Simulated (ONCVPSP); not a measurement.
# N (Z = 7), ONCV: configuration errors across variants

| Quantity | Value |
| --- | --- |
| Element | N |
| Generator | ONCVPSP 4.0.1 |
| Type | optimised norm-conserving Vanderbilt (ONCV) |
| Functional | PW91 |
| Relativity | scalar-relativistic |
| Frozen core | [He] |
| Valence charge | 5 |
| Reference configuration | 2s1 2p4 |
| Partial waves | 2s: rc 0.95 bohr, ncon 3, nbas 7, qcut 8.5 1/bohr, 3 projectors, debl 1.1 Ha; 2p: rc 1.35 bohr, ncon 4, nbas 9, qcut 8.2 1/bohr, 1 projector |
| Local potential | polynomial inside 0.60 bohr (lpopt 5, dvloc0 0 Ha) |
| Core correction | polynomial model core, fcfact 0.45 |

All-electron excitation energies from the reference (eV): (1) 2s2 2p3 -11.483; (2) 2s2 2p2 2.189; (3) 2s2 2p1 31.143; (4) 2s2 2p0 78.332.

A true bound ghost makes a file unfit for plane-wave use even where its test errors are small: the radial tests pick states by their node count and pass the ghost by.

Errors AE − PS in meV (a dash: test not solved or not reliable):

```tsv
change	(1)	(2)	(3)	(4)	bound ghosts	GHOST(+) flags above zero
base	+5.2	+38	+177	+629	s	s
all radii but the core radius scaled by about 0.78 (s 0.74, p 1.06 bohr); local potential polynomial inside 0.46 bohr (lpopt 5, dvloc0 0 Ha)	+7.7	+21	+83	+307	s	s
all radii but the core radius scaled by about 0.84 (s 0.80, p 1.14 bohr); local potential polynomial inside 0.50 bohr (lpopt 5, dvloc0 0 Ha)	+6.2	+23	+101	+373	s	s
all radii but the core radius scaled by about 1.05 (s 1.00, p 1.42 bohr); local potential polynomial inside 0.64 bohr (lpopt 5, dvloc0 0 Ha)	+5.0	+45	+212	+743	none	s
all radii but the core radius scaled by about 1.12 (s 1.06, p 1.52 bohr); local potential polynomial inside 0.68 bohr (lpopt 5, dvloc0 0 Ha)	+4.6	+55	+261	+895	none	none
all radii but the core radius scaled by about 1.19 (s 1.14, p 1.60 bohr); local potential polynomial inside 0.72 bohr (lpopt 5, dvloc0 0 Ha)	+4.1	+66	+310	+1050	none	none
all radii but the core radius scaled by about 1.23 (s 1.18, p 1.66 bohr); local potential polynomial inside 0.74 bohr (lpopt 5, dvloc0 0 Ha)	+3.5	+73	+346	+1165	none	none
all radii but the core radius scaled by about 1.31 (s 1.24, p 1.78 bohr); local potential polynomial inside 0.78 bohr (lpopt 5, dvloc0 0 Ha)	+2.0	+87	+416	+1380	none	none
```

(1) Give the same row for: all radii but the core radius scaled by about 0.90 (s 0.86, p 1.22 bohr); local potential polynomial inside 0.54 bohr (lpopt 5, dvloc0 0 Ha).

Results:

(1) +5.6, +28, +126, +460; bound ghosts: s; GHOST(+) flags above zero: s.
